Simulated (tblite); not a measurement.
Species: C7H5O2 (doublet state).
SMILES with atom numbers: `[CH:1]#[C:2][C:3]1=[CH:4][CH:5][CH2:6][C:7](=[O:8])[O:9]1` (hydrogens: H10 on C1; H11 on C4; H12 on C5; H13, H14 on C6)

Calculated harmonic vibrations of the isolated species, GFN2-xTB (tblite), most abundant isotopes, no scaling. Against measured fundamentals such values can be off by several per cent, at times by over 20. Open shells enter through the occupations alone, without spin polarisation, and single modes of such species can be off by tens of per cent.

**Question.** How many normal modes are there?

**Answer.** 14 atoms, non-linear: 3N − 6 = 36.

**Question.** What is the point group of the computed structure, and how do the modes divide by symmetry?

**Answer.** Cs. The vibrations span 24 a′ + 12 a″.

**Question.** How many distinct wavenumbers does the calculation give?

**Answer.** 36: Cs has no degenerate species.

**Question.** How many fundamentals are allowed in the infrared by symmetry?

**Answer.** 36 of 36: in Cs every mode is allowed. All fundamentals are allowed in the Raman spectrum.

**Question.** What zero-point energy do the modes add up to?

**Answer.** Half the sum of the wavenumbers, 20953 cm⁻¹, or 59.9 kcal/mol from 36 modes, 27.7 kcal/mol of it from above 1550 cm⁻¹.

**Question.** What thermal excitation has the softest real mode at 77 K?

**Answer.** θ = hcν̃/k = 42 K for 29.2 cm⁻¹, so N1/N0 = 0.58 and ⟨v⟩ = 1/(exp(θ/T) − 1) = 1.4.

The run took 0.65 s wall on Intel Xeon at 2.70 GHz, one thread (shared host). This covers the Hessian and the dipole derivatives.
